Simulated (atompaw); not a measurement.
# An all-electron radial function and its pseudo partner (vanadium (V))

Columns: radius, all-electron u(r) and pseudo u(r) of the 3d shell (level -5.18 eV) of vanadium in the configuration [Ne] 3s2 3p6 3d3 4s2 4p0; PBEsol, scalar-relativistic, PAW (atompaw) scheme, atompaw 4.2.0.5.

| r (bohr) | all-electron | pseudo |
| --- | --- | --- |
| 0.108 | 0.0473 | 0.0003 |
| 0.215 | 0.1980 | 0.0027 |
| 0.323 | 0.3817 | 0.0090 |
| 0.431 | 0.5445 | 0.0208 |
| 0.538 | 0.6668 | 0.0388 |
| 0.646 | 0.7494 | 0.0638 |
| 0.754 | 0.7953 | 0.0956 |
| 0.862 | 0.8124 | 0.1333 |
| 0.969 | 0.8088 | 0.1751 |
| 1.077 | 0.7908 | 0.2200 |
| 1.185 | 0.7635 | 0.2656 |
| 1.292 | 0.7308 | 0.3092 |
| 1.400 | 0.6947 | 0.3496 |
| 1.508 | 0.6573 | 0.3844 |
| 1.615 | 0.6201 | 0.4118 |
| 1.723 | 0.5834 | 0.4315 |
| 1.831 | 0.5480 | 0.4427 |
| 1.938 | 0.5144 | 0.4455 |
| 2.046 | 0.4824 | 0.4406 |
| 2.154 | 0.4522 | 0.4293 |
| 2.262 | 0.4238 | 0.4128 |
| 2.369 | 0.3974 | 0.3930 |
| 2.477 | 0.3724 | 0.3712 |
| 2.585 | 0.3490 | 0.3488 |
| 2.692 | 0.3272 | 0.3272 |
| 2.800 | 0.3066 | 0.3066 |

(1) How many radial nodes do the two functions have?

(2) Where does each function peak?

(3) Is the pseudo-wave norm-conserving?

Results:

(1) The all-electron 3d function has n − l − 1 = 0; the pseudo-wave has 0.

(2) Outermost all-electron maximum near 0.86 bohr, pseudo maximum near 1.94 bohr (to the table’s step).

(3) No, it belongs to a PAW set: the norm inside the radius is not constrained, and the difference is carried by the augmentation charge.
